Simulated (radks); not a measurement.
Question: The table gives one normalised radial function P(r) = r R(r) of Li0.5+ in [He] 2s(up 0.25, down 0.25) (r in bohr). All-electron calculation, scalar-relativistic Kohn-Sham, r2SCAN, spin-polarised, spherical densities, finite nucleus; meta-GGA in the generalised Kohn-Sham scheme; Fermi nuclear charge, rms radius 2.444 fm. Program: a radial shooting solver on a logarithmic mesh with Libxc functionals.

r,P
0.01679,0.1487
0.02067,0.1809
0.02565,0.2212
0.03158,0.2676
0.03889,0.3223
0.04788,0.3863
0.05942,0.4633
0.07316,0.5475
0.09007,0.6411
0.1109,0.7423
0.1376,0.8517
0.1695,0.9557
0.2086,1.0507
0.2569,1.1270
0.3188,1.1746
0.3925,1.1789
0.4833,1.1339
0.595,1.0363
0.7385,0.8845
0.9093,0.7041
1.119,0.5122
1.378,0.3338
1.711,0.1858
2.106,0.0896
2.593,0.0370
3.193,0.0126
3.963,0.0031
4.879,0.0006
6.007,0.0001
7.396,0.0000
9.179,0.0000
11.3,0.0000

Which n and l does it have? It may be an empty orbital.

Answer: n = 1, l = 0: the number of nodes gives n - l - 1 = 0, the rise at small r (about r^(l+1)) gives l, and the extent must fit the shell. The curve is that of 1s. 1s: eigenvalue -57.442 eV, 0 radial nodes, <r> = 0.576 bohr, 90 % of the charge inside 1.04 bohr.
